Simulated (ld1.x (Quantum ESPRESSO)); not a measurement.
# osmium (Os) TM: all-electron and pseudo phase curves

ld1.x (Quantum ESPRESSO) 7.5 input, shortened:

```
&input
   title='Os', zed=76., rel=1, dft='PZ', iswitch=3,
   config='[Xe] 4f14 5d6 6s2 6p0'
 /
 &inputp
   pseudotype=2, tm=.true., lloc=0,
   nlcc=.false.
 /
3
5P  2  1   6.00   0.00  1.85  1.85  0.0
5D  3  2   6.00   0.00  2.15  2.15  0.0
6S  1  0   2.00   0.00  2.35  2.35  0.0
 &test
   configts(1)='5p6 5d6 6s2 6p0'
 /
```

The phase is arctan(r·u′/u) with u = r·R(r), unwrapped; energies in Ry, scanned from -6 to 5 Ry. A pole is an energy at which the radial function vanishes at the test radius. The pseudo phase is shifted by a multiple of π to meet the all-electron one at the reference energy, and phase errors are pseudo minus all-electron; the curves can meet again beyond the range given. Levels narrower than the energy grid can be missing from the lists of poles.

```json
{"channel": "s", "radius (bohr)": "2.56", "reference energy (Ry)": "-0.47", "poles, all-electron": "2.10", "poles, pseudo": "1.86", "unbroken range about the reference energy with phases within 0.05 rad": "below 2.9", "phase error 1 Ry above the reference energy (rad)": "-0.009"}
{"channel": "p", "radius (bohr)": "2.56", "reference energy (Ry)": "-3.75", "poles, all-electron": "-3.68, 3.90", "poles, pseudo": "-3.68", "unbroken range about the reference energy with phases within 0.05 rad": "below -1.0", "phase error 1 Ry above the reference energy (rad)": "+0.009"}
{"channel": "d", "radius (bohr)": "2.56", "reference energy (Ry)": "-0.48", "poles, all-electron": "0.06", "poles, pseudo": "0.08", "unbroken range about the reference energy with phases within 0.05 rad": "below 1.4", "phase error 1 Ry above the reference energy (rad)": "+0.016"}
```

Phases in the s channel:

| E (Ry) | all-electron | pseudo |
| --- | --- | --- |
| -6.00 | 1.400 | 1.392 |
| -5.48 | 1.387 | 1.381 |
| -4.96 | 1.373 | 1.369 |
| -4.44 | 1.357 | 1.353 |
| -3.92 | 1.337 | 1.333 |
| -3.40 | 1.312 | 1.308 |
| -2.88 | 1.276 | 1.272 |
| -2.36 | 1.224 | 1.220 |
| -1.84 | 1.137 | 1.133 |
| -1.32 | 0.965 | 0.961 |
| -0.80 | 0.513 | 0.511 |
| -0.28 | -0.528 | -0.529 |
| 0.24 | -1.146 | -1.153 |
| 0.76 | -1.368 | -1.379 |
| 1.28 | -1.476 | -1.491 |
| 1.80 | -1.542 | -1.563 |
| 2.32 | -1.590 | -1.621 |
| 2.84 | -1.630 | -1.678 |
| 3.36 | -1.668 | -1.750 |
| 3.88 | -1.708 | -1.874 |
| 4.40 | -1.758 | -2.230 |
| 4.92 | -1.826 | -3.700 |
